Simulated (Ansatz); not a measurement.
Wavefunction ladder for Al₃H₃OS (`[OH][AlH][Al]1[AlH][S]1`)

```xyz
8

O     2.2976    1.3152   -1.5207
Al    0.7818    0.5898   -1.7667
Al   -0.6413   -0.1524    0.2633
Al   -2.0408   -0.6970    2.1489
S    -0.4211   -2.0287    1.4578
H     2.7093    1.4348   -0.6670
H     0.3364    0.4724   -3.2828
H    -3.0220   -0.9342    3.3673
```

The species carries charge 0 and has multiplicity 1. All single points use the PBE0-D4/def2-TZVP geometry. It is one conformer, not always the lowest. Frozen core, restricted reference, Ansatz 0.2.0. CBS rows extrapolate triple and quadruple zeta; past MP2 they add the triple-zeta difference.

```
     basis      HF (Eh)  MP2 corr.  CCSD corr.       (T)  CCSD(T) total
  def2-SVP  -1199.57597   -0.48350           ?  -0.01722              ?
def2-TZVPP  -1200.06736          ?    -0.66912  -0.03056              ?
def2-QZVPP  -1200.10244   -0.67779           –         –              –
 CBS(def2)  -1200.10727          ?           ?     as TZ              ?
```

(1) Fill in the withheld values. (An estimate is asked.)

Answers

(1) Ansatz gave: def2-SVP CCSD corr.: -0.52930; def2-SVP CCSD(T) total: -1200.12249; def2-TZVPP MP2 corr.: -0.62519; def2-TZVPP CCSD(T) total: -1200.76704; CBS(def2) MP2 corr.: -0.71675; CBS(def2) CCSD corr.: -0.76068; CBS(def2) CCSD(T) total: -1200.89851.
